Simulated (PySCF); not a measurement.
Coordinates in bohr (charge 0 multiplicity 1):
```
Yb    0.0000    0.0000    0.0000
Cl    0.0000    0.0000    4.7551
Cl    0.0000    0.0000   -4.7551
```

Computed with B3LYP in PySCF with Yb def2-SVP with ECP28, Cl def2-SVP; scalar-relativistic core potentials, no spin–orbit coupling; density-fitted integrals.

This geometry of YbCl₂ is a stationary point at this level.

**Question.** What is the point group?

**Answer.** D∞h.

**Question.** Is it a minimum?

**Answer.** No: it has 2 imaginary modes (one degenerate set), at 37i cm⁻¹ (πu).

**Question.** List the harmonic modes with their infrared intensities.

**Answer.** 
```tsv
symmetry	ω (cm⁻¹)	IR (km/mol, summed over degenerate members)	type
πu	37i	–	bend
σg+	282	0.0	stretch
σu+	305	82.7	stretch
```

In D∞h the vibrations span πu + σg+ + σu+. The σg+ mode carries no infrared intensity, as symmetry demands. With a centre of inversion only u modes can be infrared active and only g modes Raman active.

Stability towards spin polarisation was not tested. This need not be the most stable arrangement of these atoms. At this level a singlet minimum of C2v symmetry lies 5 kJ/mol below this structure.
